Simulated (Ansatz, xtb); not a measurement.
Breaking the C2–H3 bond in CH4OSn (SMILES [CH3][Sn][OH]) (multiplicity 1 held, fragments rigid). Energies count from the point at 1.093 Å.
Geometry at that point (charge 0, multiplicity 1):
```xyz
7

Sn     0.02238    -0.06361     0.38858
C      0.41948     1.60722    -0.98166
H     -0.20202     2.46932    -0.72594
H      0.20080     1.28779    -2.00053
H      1.46423     1.92100    -0.91166
O     -0.53753    -1.25055    -1.13047
H     -0.79865    -2.13663    -0.85715
```

Restricted levels (R-, RO-) in cc, def2 and unpolarised 6-31G sets keep to the state of the molecule at rest. Active spaces are followed from a long bond inwards. Curves can end on different states.

Cores are frozen in the correlated methods. Filled d and f shells under p-block atoms count as core.

The values were computed with Ansatz (Gaussian orbitals); xtb for the GFN methods. Values without a source in brackets are computed. In def2 rows elements past Kr take small-core potentials, without spin–orbit coupling. The GFN methods have no spin term and hold the electronic entropy of 300 K.

Energies in kJ/mol.

```tsv
R (Å)	GFN2-xTB	R-wB97X-V/def2-TZVPP	SC-NEVPT2 on CASSCF(2,2)/def2-TZVPP	FIC-NEVPT4(SD) on CASSCF(2,2)/def2-TZVPP	FIC-MRCISD on CASSCF(2,2)/def2-TZVPP	FIC-MRCISD+Q on CASSCF(2,2)/def2-TZVPP
0.874	116	121	122	119	119	119
0.984	22	24	25	24	23	23
1.093	0	0	0	0	0	0
1.202	14	15	14	15	15	15
1.312	45	51	48	50	50	51
1.476	102	122	114	118	118	119
1.640	163	198	184	188	187	189
1.913	254	317	285	289	288	290
2.186	328	417	359	363	360	___
2.514	395	513	414	418	414	___
2.951	453	609	447	452	446	452
3.498	491	691	460	464	458	465
```

Question: Complete the blanks.

Answer: 
- 2.514, FIC-MRCISD+Q on CASSCF(2,2)/def2-TZVPP: 419
- 2.186, FIC-MRCISD+Q on CASSCF(2,2)/def2-TZVPP: 364

Doubts at one or more of the structures used: a restricted determinant that unrestricted orbitals would lower (R-wB97X-V/def2-TZVPP).

Ansatz is a program for electronic structure.
